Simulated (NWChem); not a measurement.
Molecule: SiH₃Cl; SMILES Cl[SiH3]

```xyz
5

Si     0.0000     0.0000    -0.9600
Cl     0.0000     0.0000     1.1078
H     -0.7872    -1.1686    -1.4420
H      1.4056    -0.0975    -1.4420
H     -0.6184     1.2661    -1.4420
```
Atoms are numbered in this order, from 1.

All runs use the structure optimised with PBE0/def2-SVP.

 Unshifted, non-relativistic core excitations; the lowest 4 roots alone, so stronger bands may lie above.

**Question.** List the first Si K-edge excitations from BHandHLYP/def2-TZVP, restricted-window TDA (NWChem).

**Answer.** 
```tsv
state	energy (eV)	dipole oscillator strength	leading excitation (squared amplitude)
S1	1823.4	0.0063	1s of atom 1 or its equivalents → LUMO (0.87)
S2	1825.1	0.0050	1s of atom 1 or its equivalents → LUMO+2 (0.53)
S3	1825.1	0.0050	1s of atom 1 or its equivalents → LUMO+1 (0.53)
S4	1825.3	0.0003	1s of atom 1 or its equivalents → LUMO+3 (0.94)
```
